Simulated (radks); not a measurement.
Q: Isoelectronic series with 28 electrons, each ion in its NIST ground configuration. All-electron calculation, non-relativistic Kohn-Sham, BLYP, spin-polarised, spherical densities, point nucleus. Program: a radial shooting solver on a logarithmic mesh with Libxc functionals. Total energies (hartree) and orbital eigenvalues (eV):

ion,configuration,E (hartree),3d,3p,3s
Gd36+,[Ar] 3d10,-10067.4358,-2583.369,-2869.588,-3025.914
Tb37+,[Ar] 3d10,-10416.3825,-2712.197,-3004.636,-3164.414
Dy38+,[Ar] 3d10,-10771.3320,-2844.060,-3142.716,-3305.948
Ho39+,[Ar] 3d10,-11132.2840,-2978.958,-3283.829,-3450.515
Er40+,[Ar] 3d10,-11499.2384,-3116.890,-3427.974,-3598.115
Tm41+,[Ar] 3d10,-11872.1951,-3257.856,-3575.149,-3748.748
Lu43+,[Ar] 3d10,-12636.1150,-3548.887,-3878.593,-4059.109
Hf44+,[Ar] 3d10,-13027.0780,-3698.951,-4034.860,-4218.836

Estimate the row of Yb42+ ([Ar] 3d10).

A: E (hartree) -12251.1540; 3d -3401.855; 3p -3725.356; 3s -3902.413.
